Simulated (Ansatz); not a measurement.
Total energies of Cl₂F₂H₂MoO₂, SMILES `[OH][Mo]([OH])([F])([F])([Cl])[Cl]`.

```xyz
9

O    -0.448   -1.245    0.949
Mo   -0.050    0.295    0.015
O    -0.262   -0.496   -1.616
F     0.543    0.893    1.667
F     0.298    2.018   -0.538
Cl    2.207   -0.199   -0.338
Cl   -2.217    0.990    0.150
H    -0.431   -1.317    1.910
H     0.361   -0.939   -2.200
```

Total charge 0; spin multiplicity 1. Correlated methods include outer-core shells of Mo, which these sets cover unevenly. Mo takes the def2 core potential. Geometry: relaxed with PBE0-D4/def2-TZVP. It is one conformer, not always the lowest. Basis def2-TZVPP, the Gaussian-basis code of Ansatz.

RPA on PBE orbitals: Hartree–Fock energy of these orbitals -1336.42332 Eh, correlation -2.94665 Eh (frozen core).

```tsv
functional	energy without D4 (Eh)	D4 term (kJ/mol)
LDA (SPW92)	-1334.97040	–
PBE	-1339.68617	-30.1
revPBE	-1340.13281	-81.2
BLYP	-1340.31156	-65.0
r2SCAN	-1340.19746	-7.2
B97M-V	-1340.00820	–
PBE0	-1339.66622	-25.6
B3LYP	-1340.38822	-48.9
r2SCANh	-1340.13307	-7.7
r2SCAN0	-1340.03988	-8.6
HSE06 (plane-wave form)	-1339.63648	-24.0
BHLYP	-1340.02065	-40.1
CAM-B3LYP	-1340.21668	-26.3
LC-ωPBE	-1339.87949	–
ωB97X-V	-1340.01836	–
ωB97M-V	-1340.09129	–
B2PLYP	-1339.79795	–
PBE-QIDH	-1339.38560	–
```

B3LYP takes the VWN-RPA correlation (the form of Gaussian; ORCA's B3LYP/G). HSE06 is the plane-wave form, built on full-range PBE exchange. The double hybrids freeze the cores in their second-order part.

LC-ωPBE has ω = 0.4 bohr⁻¹.
